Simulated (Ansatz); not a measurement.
Isomers of GeSb₅⁻ (singlet), found by a short tight-binding search and relaxed with PBE-D4/def2-SVPD in Ansatz.

In the def2 sets Sb takes a core potential, while STO-3G treats all electrons; there is no spin–orbit coupling. Correlated methods freeze 29 core orbitals; core or outer-core shells of Sb, Ge are correlated, in sets that lack core-valence functions.

A: At HF/STO-3G the highest occupied level of the charge -1 singlet lies above zero (up to 0.37 eV). In Hartree–Fock with STO-3G the lack of diffuse functions raises the level. B: At HF/STO-3G the highest occupied level of the charge -1 singlet lies above zero (up to 0.83 eV). In Hartree–Fock with STO-3G the lack of diffuse functions raises the level.

Other spin states weren't relaxed.

A:

```csv
atom,x (Å),y (Å),z (Å)
Sb1,0.260,-0.140,-2.460
Sb2,1.087,-0.837,0.875
Sb3,-0.087,1.357,2.190
Sb4,-2.258,0.194,0.999
Sb5,2.167,1.053,-0.907
Ge6,-1.170,-1.627,-0.696
```

B:

```xyz
6

Sb    0.824   -1.697    0.250
Sb    1.114    1.290    0.845
Sb   -1.678   -1.046   -1.219
Sb   -1.410    1.722   -0.668
Sb    0.607   -0.618    2.807
Ge    0.543    0.349   -2.015
```

Problem. Estimate which lies lowest at each level, and how far above it the others are (eV).

Solution. 
| level | A | B |
| --- | --- | --- |
| HF/STO-3G | 1.36 | 0.00 |
| PBE-D4/def2-TZVPD | 0.61 | 0.00 |
| revPBE-D4/def2-TZVPD | 0.60 | 0.00 |
| r2SCAN-D4/def2-TZVPD | 0.64 | 0.00 |
| PBE0-D4/def2-TZVPD | 0.75 | 0.00 |
| r2SCAN0-D4/def2-TZVPD | 0.77 | 0.00 |
| BHLYP-D4/def2-TZVPD | 0.72 | 0.00 |
| RPA@PBE/def2-TZVPD | 0.62 | 0.00 |
Point groups (tolerance 0.1 Å): A Cs, B Cs. Lower isomers may exist.
